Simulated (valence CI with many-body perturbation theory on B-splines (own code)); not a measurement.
**Level structure of As27+**

Calculated by configuration interaction combined with many-body perturbation theory (CI+MBPT): four valence electrons over a frozen Dirac-Fock core [He], a basis of 11 s, 11 p, 10 d, 8 f, 5 g, 2 h functions for each j, with the one-electron correlation potential Σ1, the two-electron term Σ2, the three-electron term Σ3, Breit, model QED; selected CI, second order for the rest, scaled by the run's own slope (own B-spline code, finite nucleus).

No measured spectrum was set against this ion. As an estimate, large intervals hold to a few tenths of a per cent, small ones and those within an open d or f shell to about a per cent. Among the levels kept, up to 1000 cm⁻¹ of a level comes from second order outside the variational space, and about a tenth of that is noise between levels of different J, which matters for small intervals.

Levels 1 to 45 of 201, with energies above the lowest level, (2s^2 2p1/2^2) J=0. "Leading %" is the weight of the configuration and term that name the level; weights of strongly mixed levels are sums over their largest components and can fall short. In the jj column 3d3/2^4 stands for four electrons in 3d with j = 3/2. Lifetimes count E1, E2, E3, M1 and M2 decay at the calculated energies, and are blank where another channel may lead or the interval is too uncertain; long ones can be off by a factor of two.

| No. | Configuration | Term | J | E (Ry) | Leading % | g | Lifetime | Leading jj |
| --- | --- | --- | --- | --- | --- | --- | --- | --- |
| 1 | 2s²2p² | ³P | 0 | 0.00 | 81 |  |  | 2s^2 2p1/2^2 (96 %) |
| 2 | 2s²2p² | ³P | 1 | 2.34 | 99 | 1.495 | 4.01 μs | 2s^2 2p1/2 2p3/2 (99 %) |
| 3 | 2s²2p² | ³P | 2 | 3.00 | 54 | 1.266 | 359 μs | 2s^2 2p1/2 2p3/2 (95 %) |
| 4 | 2s²2p² | ¹D | 2 | 5.84 | 54 | 1.222 | 1.53 μs | 2s^2 2p3/2^2 (94 %) |
| 5 | 2s²2p² | ¹S | 0 | 7.42 | 79 |  | 596 ns | 2s^2 2p3/2^2 (94 %) |
| 6 | 2s2p³ | ⁵S° | 2 | 8.35 | 83 | 1.901 | 1.24 ns | 2s 2p1/2^2 2p3/2 (61 %) |
| 7 | 2s2p³ | ³D° | 1 | 11.45 | 65 | 0.824 | 25.8 ps | 2s 2p1/2^2 2p3/2 (77 %) |
| 8 | 2s2p³ | ³D° | 2 | 11.92 | 68 | 1.312 | 56.9 ps | 2s 2p1/2 2p3/2^2 (70 %) |
| 9 | 2s2p³ | ³D° | 3 | 12.78 | 100 | 1.327 | 76.0 ps | 2s 2p1/2 2p3/2^2 (100 %) |
| 10 | 2s2p³ | ³P° | 0 | 14.17 | 100 |  | 21.4 ps | 2s 2p1/2 2p3/2^2 (100 %) |
| 11 | 2s2p³ | ³P° | 1 | 14.46 | 60 | 1.292 | 16.6 ps | 2s 2p1/2 2p3/2^2 (85 %) |
| 12 | 2s2p³ | ³P° | 2 | 14.93 | 38 | 1.269 | 16.2 ps | 2s 2p1/2 2p3/2^2 (60 %) |
| 13 | 2s2p³ | ³S° | 1 | 15.94 | 57 | 1.621 | 6.50 ps | 2s 2p1/2 2p3/2^2 (80 %) |
| 14 | 2s2p³ | ¹D° | 2 | 17.42 | 65 | 1.162 | 12.0 ps | 2s 2p3/2^3 (63 %) |
| 15 | 2s2p³ | ¹P° | 1 | 19.44 | 64 | 1.240 | 6.01 ps | 2s 2p3/2^3 (83 %) |
| 16 | 2p⁴ | ³P | 2 | 23.09 | 80 | 1.399 | 9.36 ps | 2p1/2^2 2p3/2^2 (96 %) |
| 17 | 2p⁴ | ³P | 0 | 24.64 | 64 |  | 7.46 ps | 2p1/2^2 2p3/2^2 (89 %) |
| 18 | 2p⁴ | ³P | 1 | 25.75 | 99 | 1.495 | 7.01 ps | 2p1/2 2p3/2^3 (99 %) |
| 19 | 2p⁴ | ¹D | 2 | 26.60 | 80 | 1.088 | 9.31 ps | 2p1/2 2p3/2^3 (96 %) |
| 20 | 2p⁴ | ¹S | 0 | 30.46 | 63 |  | 5.67 ps | 2p3/2^4 (89 %) |
| 21 | 2s²2p3s | ³P° | 0 | 121.36 | 97 |  | 168 fs | 2s^2 2p1/2 3s (97 %) |
| 22 | 2s²2p3s | ³P° | 1 | 121.47 | 70 | 1.354 | 135 fs | 2s^2 2p1/2 3s (97 %) |
| 23 | 2s²2p3p | ³D | 1 | 123.56 | 69 | 0.672 | 8.99 ps | 2s^2 2p1/2 3p1/2 (97 %) |
| 24 | 2s²2p3s | ³P° | 2 | 124.40 | 96 | 1.495 | 145 fs | 2s^2 2p3/2 3s (96 %) |
| 25 | 2s²2p3p | ³P | 0 | 124.58 | 76 |  | 1.68 ps | 2s^2 2p1/2 3p1/2 (92 %) |
| 26 | 2s²2p3s | ¹P° | 1 | 124.67 | 70 | 1.133 | 106 fs | 2s^2 2p3/2 3s (97 %) |
| 27 | 2s²2p3p | ³P | 1 | 124.73 | 37 | 1.445 | 2.12 ps | 2s^2 2p1/2 3p3/2 (93 %) |
| 28 | 2s²2p3p | ³D | 2 | 124.83 | 68 | 1.176 | 5.59 ps | 2s^2 2p1/2 3p3/2 (93 %) |
| 29 | 2s²2p3d | ³F° | 2 | 126.88 | 74 | 0.755 | 129 fs | 2s^2 2p1/2 3d3/2 (98 %) |
| 30 | 2s²2p3p | ³P | 1 | 126.92 | 28 | 1.540 | 504 fs | 2s^2 2p3/2 3p1/2 (56 %) |
| 31 | 2s2p²3s | ⁵P | 1 | 127.11 | 55 | 2.095 | 320 fs | 2s 2p1/2^2 3s (44 %) |
| 32 | 2s²2p3p | ³P | 2 | 127.19 | 41 | 1.266 | 2.43 ps | 2s^2 2p3/2 3p1/2 (86 %) |
| 33 | 2s²2p3p | ³D | 3 | 127.48 | 96 | 1.331 | 6.70 ps | 2s^2 2p3/2 3p3/2 (96 %) |
| 34 | 2s²2p3p | ³S | 1 | 127.55 | 54 | 1.596 | 2.76 ps | 2s^2 2p3/2 3p3/2 (86 %) |
| 35 | 2s²2p3d | ³P° | 2 | 127.57 | 42 | 1.255 | 22.0 fs | 2s^2 2p1/2 3d5/2 (96 %) |
| 36 | 2s²2p3d | ³F° | 3 | 127.57 | 61 | 1.116 | 32.1 fs | 2s^2 2p1/2 3d5/2 (94 %) |
| 37 | 2s²2p3d | ³D° | 1 | 127.66 | 57 | 0.797 | 14.7 fs | 2s^2 2p1/2 3d3/2 (96 %) |
| 38 | 2s2p²3s | ³P | 0 | 128.03 | 81 |  | 159 fs | 2s 2p1/2^2 3s (70 %) |
| 39 | 2s²2p3p | ¹D | 2 | 128.30 | 53 | 1.230 | 1.21 ps | 2s^2 2p3/2 3p3/2 (83 %) |
| 40 | 2s2p²3s | ⁵P | 2 | 128.80 | 91 | 1.788 | 225 fs | 2s 2p1/2 2p3/2 3s (89 %) |
| 41 | 2s²2p3p | ¹S | 0 | 129.24 | 70 |  | 888 fs | 2s^2 2p3/2 3p3/2 (90 %) |
| 42 | 2s2p²3p | ⁵D° | 0 | 129.34 | 79 |  | 481 fs | 2s 2p1/2^2 3p1/2 (75 %) |
| 43 | 2s2p²3p | ⁵D° | 1 | 129.39 | 47 | 1.664 | 186 fs | 2s 2p1/2^2 3p1/2 (72 %) |
| 44 | 2s2p²3s | ³P | 1 | 129.77 | 83 | 1.548 | 124 fs | 2s 2p1/2 2p3/2 3s (89 %) |
| 45 | 2s2p²3s | ⁵P | 3 | 129.79 | 80 | 1.595 | 170 fs | 2s 2p1/2 2p3/2 3s (75 %) |

The ionisation energy to 2s²2p ²P°1/2 of the next ion comes out as 2942.4 eV (NIST: 2938 ± 3 eV (semi-empirical)). All 201 levels together are meant to be complete up to 147.22 Ry.
